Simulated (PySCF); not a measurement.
`CC(C)c1ccc(O)cc1`, C9H12O

Geometry (Å), atoms numbered from 1 in this order:
```xyz
22

C    -2.6152    1.1640   -0.2851
C    -1.9648   -0.2100   -0.1272
C    -2.5529   -0.9701    1.0612
C    -0.4560   -0.1111   -0.0403
C     0.1732    0.5677    1.0088
C     1.5597    0.6598    1.0902
C     2.3618    0.0667    0.1102
O     3.7115    0.1231    0.1366
C     1.7518   -0.6155   -0.9450
C     0.3648   -0.6974   -1.0101
H    -3.7052    1.0718   -0.4147
H    -2.2092    1.6994   -1.1564
H    -2.4392    1.7919    0.6033
H    -2.1912   -0.7911   -1.0379
H    -3.6421   -1.0926    0.9511
H    -2.1023   -1.9691    1.1576
H    -2.3740   -0.4314    2.0058
H    -0.4287    1.0412    1.7893
H     2.0258    1.1973    1.9224
H     3.9907    0.6200    0.9125
H     2.3838   -1.0763   -1.7067
H    -0.0965   -1.2355   -1.8434
```

Method used: quadratic response CAM-B3LYP/def2-SVPD first hyperpolarisability, Taylor convention, gas phase (PySCF 2.14.0). Geometry: PBE0-D3(BJ)/def2-SVP.

Task: Give the tensor of the second harmonic β(−2ω;ω,ω) at 1064 nm in the axes of these coordinates.

Result: In au, Taylor convention; rows are the first index (the induced dipole):
|  | xx | yy | zz | xy | xz | yz |
| --- | --- | --- | --- | --- | --- | --- |
| x | +265.1 | +22.1 | -3.9 | +8.5 | +4.6 | -26.6 |
| y | +9.1 | -0.6 | -3.4 | +21.0 | -24.8 | -4.2 |
| z | +5.4 | -3.8 | -6.8 | -24.7 | -3.2 | -3.6 |

Norm of βᵢ = ⅓ Σⱼ (βᵢⱼⱼ + βⱼᵢⱼ + βⱼⱼᵢ): 283.1 au, hyper-Rayleigh value 115.5 au.
